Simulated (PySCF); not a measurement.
Peak assignment

Bonds (- single, = double, # triple, : aromatic): C1-C2, C2-C3, C3=C4, C4-C5, C5:C6, C6:C7, C7:C8, C8:C9, C9:C10, C10-C2, C10:C5. C1 carries H11, H12, H13; C2 carries H14; C3 carries H15; C4 carries H16; C6 carries H17; C7 carries H18; C8 carries H19; C9 carries H20. Stereochemistry as in C[C@H]1C=Cc2ccccc21.

All values are calculated (PySCF 2.14): PBE0-D3(BJ)/def2-SVP geometry, GIAO PBE0/pcSseg-1 shieldings. Single conformer, averaged over atoms made equivalent by symmetry, fast rotation or ring inversion, isolated molecule, no relativistic terms.

Chemical shifts δ = σref − σ; TMS for $^{13}$C (σref 184.41), $^{1}$H (σref 31.27), all at this level.

Question: Assign these signals to the numbered atoms. $^{13}$C{$^{1}$H} NMR (computed): δ 154.4, 149.5, 149.0, 139.0, 132.1, 130.2, 127.8, 126.3, 48.0, 17.6.

Answer: 
| δ (ppm) | atoms | environment | reason |
| --- | --- | --- | --- |
| 154.4 | C10 | substituted aromatic carbon | – |
| 149.5 | C3 | alkene CH | an sp2 carbon of a C=C bond |
| 149.0 | C5 | substituted aromatic carbon | – |
| 139.0 | C4 | alkene CH | an sp2 carbon of a C=C bond |
| 132.1 | C7 | aromatic CH | the aromatic region |
| 130.2 | C8 | aromatic CH | – |
| 127.8 | C9 | aromatic CH | – |
| 126.3 | C6 | aromatic CH | – |
| 48.0 | C2 | sp3 CH on an aromatic ring | aliphatic region, no heteroatom directly attached |
| 17.6 | C1 | methyl carbon | a saturated carbon with 1 carbon neighbour and no heteroatom attached |

C3 and C5; C7 and C8; C9 and C6 lie closer than the usual error of such a calculation, so a measured spectrum could show them in the other order.

Question: Assign these signals to the numbered atoms. $^{1}$H NMR (300 MHz, computed): δ 7.51 (d, 1H), 7.48 (m, 1H), 7.39 (m, 1H), 7.31 (m, 1H), 6.95 (d, 1H), 6.62 (m, 1H), 3.39 (m, 1H), 1.25 (d, 3H).

Answer: 
```tsv
δ (ppm)	atoms	environment	reason
7.51	H20	hydrogen on an aromatic CH	it sits in the deshielding region of the aromatic ring current
7.48	H17	hydrogen on an aromatic CH	–
7.39	H18	hydrogen on an aromatic CH	–
7.31	H19	hydrogen on an aromatic CH	–
6.95	H16	hydrogen on an alkene CH	attached to an sp2 carbon and in the plane of the double bond
6.62	H15	hydrogen on an alkene CH	–
3.39	H14	hydrogen on an sp3 CH on an aromatic ring	–
1.25	H11/H12/H13	hydrogen on a methyl carbon	–
```

H20 and H17; H17 and H18; H18 and H19 lie closer than the usual error of such a calculation, so a measured spectrum could show them in the other order.

Shifts are as computed. Against solution values, carbons near 30 ppm lie about +2 ppm off and those near 130 ppm about +5 ppm. Of 1211 compounds with measured shifts, 218 miss one by over three times the rms of a fit or turn the order of signals round; such compounds aren't used in these exercises. Multiplicities follow the n + 1 count of equivalent neighbours, as no J values were calculated; m marks all less simple cases, F and P coupling included.
